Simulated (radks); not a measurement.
Xe XXXV, configuration [Ar] 3d2. Method: scalar-relativistic Kohn-Sham, LDA (Slater exchange, VWN5 correlation), spin-polarised, spherical densities, finite nucleus; open shells are filled with parallel spins first (spin-orbit coupling, left out, can overturn this in heavy ions); Fermi nuclear charge, rms radius 4.7859 fm; computed with a radial shooting solver on a logarithmic mesh with Libxc functionals.

Normalised radial functions P(r) = r R(r), r in bohr:

```
   r/bohr * 3p down (the largest magnitude, 2.1, reaches the edge; | marks zero)
 0.001999                             *
 0.002218                             *
 0.002481                             *
 0.002775                             *
 0.003104                             *
 0.003444                             *
 0.003852                             *
 0.004309                             |*
 0.004781                             |*
 0.005348                             |*
 0.005981                             |*
 0.006637                             |*
 0.007423                             |*
 0.008303                             | *
 0.009213                             | *
  0.01031                             | *
  0.01153                             |  *
  0.01279                             |  *
  0.01431                             |   *
    0.016                             |    *
  0.01775                             |    *
  0.01986                             |     *
  0.02221                             |      *
  0.02465                             |       *
  0.02757                             |         *
  0.03083                             |          *
  0.03449                             |           *
  0.03827                             |            *
   0.0428                             |             *
  0.04788                             |              *
  0.05312                             |               *
  0.05942                             |               *
  0.06646                             |               *
  0.07375                             |              *
  0.08249                             |            *
  0.09226                             |         *
   0.1024                             |      *
   0.1145                             |  *
   0.1281                          *  |
   0.1421                     *       |
    0.159                *            |
   0.1778           *                 |
   0.1973       *                     |
   0.2207    *                        |
   0.2468  *                          |
   0.2739  *                          |
   0.3063    *                        |
   0.3426       *                     |
   0.3832           *                 |
   0.4252               *             |
   0.4756                   *         |
    0.532                      *      |
   0.5903                         *   |
   0.6603                           * |
   0.7385                            *|
   0.8195                             *
   0.9166                             *
```

3p down: eigenvalue -2363.4 eV, 1 radial node at r = 0.121 bohr, <r> = 0.278 bohr, 90 % of the charge inside 0.413 bohr.
